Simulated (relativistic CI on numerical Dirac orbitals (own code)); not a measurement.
## Energy levels of Al¹⁰⁺

Calculated at this level of theory: Dirac-Coulomb-Breit CI, orbitals from a KLI potential per configuration, a model potential for QED, unscaled Slater integrals (own radial code, finite nucleus).

Configurations in the expansion (outside the closed core 1s2): 2s, 2p, 3s, 3p, 3d, 4s, 4p, 4f, 4d, 5s, 5p, 5f, 5d, 5g, 6s, 6p, 6d. Levels of other configurations are missing.

The lowest level is 2s ²S1/2, with 100 % of that term; Hund's rules for 2s give ²S with J = 1/2, in agreement.

```tsv
No.	Configuration	Term	J	E (Ry)	%	Next component (%)	jj configuration (%)
1	2s	²S	1/2	0.0000	100		2s (100)
2	2p	²P°	1/2	1.6133	100		2p1/2 (100)
3	2p	²P°	3/2	1.6657	100		2p3/2 (100)
4	3s	²S	1/2	18.4034	100		3s (100)
5	3p	²P°	1/2	18.8472	100		3p1/2 (100)
6	3p	²P°	3/2	18.8626	100		3p3/2 (100)
7	3d	²D	3/2	19.0176	100		3d3/2 (100)
8	3d	²D	5/2	19.0224	100		3d5/2 (100)
9	4s	²S	1/2	24.6522	100		4s (100)
10	4p	²P°	1/2	24.8344	100		4p1/2 (100)
11	4p	²P°	3/2	24.8408	100		4p3/2 (100)
12	4d	²D	3/2	24.9052	100		4d3/2 (100)
13	4d	²D	5/2	24.9072	100		4d5/2 (100)
14	4f	²F°	5/2	24.9100	100		4f5/2 (100)
15	4f	²F°	7/2	24.9110	100		4f7/2 (100)
16	5s	²S	1/2	27.5025	100		5s (100)
17	5p	²P°	1/2	27.5945	100		5p1/2 (100)
18	5p	²P°	3/2	27.5978	100		5p3/2 (100)
19	5d	²D	3/2	27.6305	100		5d3/2 (100)
20	5d	²D	5/2	27.6316	100		5d5/2 (100)
21	5f	²F°	5/2	27.6331	100		5f5/2 (100)
22	5f	²F°	7/2	27.6336	100		5f7/2 (100)
23	5g	²G	7/2	27.6337	100		5g7/2 (100)
24	5g	²G	9/2	27.6340	100		5g9/2 (100)
25	6s	²S	1/2	29.0373	100		6s (100)
26	6p	²P°	1/2	29.0901	100		6p1/2 (100)
27	6p	²P°	3/2	29.0920	100		6p3/2 (100)
28	6d	²D	3/2	29.1109	100		6d3/2 (100)
29	6d	²D	5/2	29.1114	100		6d5/2 (100)
```

Energies count from the lowest computed level; ° marks odd parity. Filled j subshells are mostly left out of the jj labels.

The mean weight of the leading LS term, summed over parents, in these 29 levels is 100 %, and that of the leading jj configuration (from the same eigenvectors) 100 %.

At this charge energies of transitions that change n are usually good to better than 1 %, and those within a shell (Δn = 0) to a few per cent.
